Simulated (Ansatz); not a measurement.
Li6N3⁻. Charge -1, multiplicity 1. Geometry r2SCAN-D4/def2-SVPD.

```tsv
atom	x (Å)	y (Å)	z (Å)
Li1	1.105	-1.634	-0.798
Li2	-1.855	-0.011	1.047
Li3	0.345	-0.886	1.906
Li4	0.449	0.980	-0.143
Li5	-1.166	-2.555	0.382
Li6	-1.094	-0.760	-1.660
N7	1.450	2.707	-0.962
N8	-0.384	-0.843	0.127
N9	1.151	3.003	0.101
```

At PBE-D4/def2-TZVPD the restricted singlet is unstable: a solution with broken spin symmetry lies lower. At PBE-D4/def2-TZVPD, B97M-V/def2-TZVPD, PBE0-D4/def2-SVPD, PBE0-D4/def2-TZVPD the highest occupied level of the charge -1 singlet lies above zero (up to 0.53 eV). Its loss leaves the charge 0 doublet, which lies 0.81 eV higher (vertical, at PBE-D4/def2-TZVPD), but this difference is unsure: the doublet is doubtful (geometry relaxed on an unsound state). The restricted singlet is unstable towards broken spin symmetry at other levels; at B97M-V/def2-TZVPD, PBE0-D4/def2-SVPD, PBE0-D4/def2-TZVPD, BHLYP-D4/def2-TZVPD this wasn't settled. The geometry of the singlet was relaxed on an unsound state (restricted singlet, unstable towards broken spin symmetry at other levels and untested here). At PBE0-D4/def2-TZVPD a triplet of charge -1 lies 0.23 eV below the restricted singlet at the same geometry. The structure comes from a short search, and lower isomers may exist.

(1) Estimate the orbital energies around the gap (eV) in Ansatz with PBE-D4/def2-TZVPD, B97M-V/def2-TZVPD, PBE0-D4/def2-SVPD, PBE0-D4/def2-TZVPD, BHLYP-D4/def2-TZVPD.

## Answers

(1) 
```json
{"orbital": "HOMO−5", "PBE-D4/def2-TZVPD": "-6.40", "B97M-V/def2-TZVPD": "-7.26", "PBE0-D4/def2-SVPD": "-8.63", "PBE0-D4/def2-TZVPD": "-8.64", "BHLYP-D4/def2-TZVPD": "-10.86"}
{"orbital": "HOMO−4", "PBE-D4/def2-TZVPD": "-2.48", "B97M-V/def2-TZVPD": "-2.59", "PBE0-D4/def2-SVPD": "-3.71", "PBE0-D4/def2-TZVPD": "-3.70", "BHLYP-D4/def2-TZVPD": "-4.78"}
{"orbital": "HOMO−3", "PBE-D4/def2-TZVPD": "-2.46", "B97M-V/def2-TZVPD": "-2.56", "PBE0-D4/def2-SVPD": "-3.61", "PBE0-D4/def2-TZVPD": "-3.59", "BHLYP-D4/def2-TZVPD": "-4.53"}
{"orbital": "HOMO−2", "PBE-D4/def2-TZVPD": "-2.41", "B97M-V/def2-TZVPD": "-2.48", "PBE0-D4/def2-SVPD": "-3.51", "PBE0-D4/def2-TZVPD": "-3.49", "BHLYP-D4/def2-TZVPD": "-4.40"}
{"orbital": "HOMO−1", "PBE-D4/def2-TZVPD": "-0.20", "B97M-V/def2-TZVPD": "-0.16", "PBE0-D4/def2-SVPD": "-0.60", "PBE0-D4/def2-TZVPD": "-0.63", "BHLYP-D4/def2-TZVPD": "-0.83"}
{"orbital": "HOMO", "PBE-D4/def2-TZVPD": "0.53", "B97M-V/def2-TZVPD": "0.51", "PBE0-D4/def2-SVPD": "0.14", "PBE0-D4/def2-TZVPD": "0.16", "BHLYP-D4/def2-TZVPD": "-0.02"}
{"orbital": "LUMO", "PBE-D4/def2-TZVPD": "0.75", "B97M-V/def2-TZVPD": "0.75", "PBE0-D4/def2-SVPD": "1.10", "PBE0-D4/def2-TZVPD": "1.13", "BHLYP-D4/def2-TZVPD": "1.64"}
{"orbital": "LUMO+1", "PBE-D4/def2-TZVPD": "0.80", "B97M-V/def2-TZVPD": "0.80", "PBE0-D4/def2-SVPD": "1.19", "PBE0-D4/def2-TZVPD": "1.20", "BHLYP-D4/def2-TZVPD": "1.78"}
{"orbital": "LUMO+2", "PBE-D4/def2-TZVPD": "0.95", "B97M-V/def2-TZVPD": "0.93", "PBE0-D4/def2-SVPD": "1.32", "PBE0-D4/def2-TZVPD": "1.32", "BHLYP-D4/def2-TZVPD": "1.81"}
{"orbital": "LUMO+3", "PBE-D4/def2-TZVPD": "1.17", "B97M-V/def2-TZVPD": "1.30", "PBE0-D4/def2-SVPD": "1.84", "PBE0-D4/def2-TZVPD": "1.84", "BHLYP-D4/def2-TZVPD": "2.31"}
{"orbital": "LUMO+4", "PBE-D4/def2-TZVPD": "1.41", "B97M-V/def2-TZVPD": "1.52", "PBE0-D4/def2-SVPD": "1.86", "PBE0-D4/def2-TZVPD": "1.88", "BHLYP-D4/def2-TZVPD": "2.52"}
{"orbital": "LUMO+5", "PBE-D4/def2-TZVPD": "1.54", "B97M-V/def2-TZVPD": "1.53", "PBE0-D4/def2-SVPD": "2.02", "PBE0-D4/def2-TZVPD": "2.02", "BHLYP-D4/def2-TZVPD": "2.62"}
```
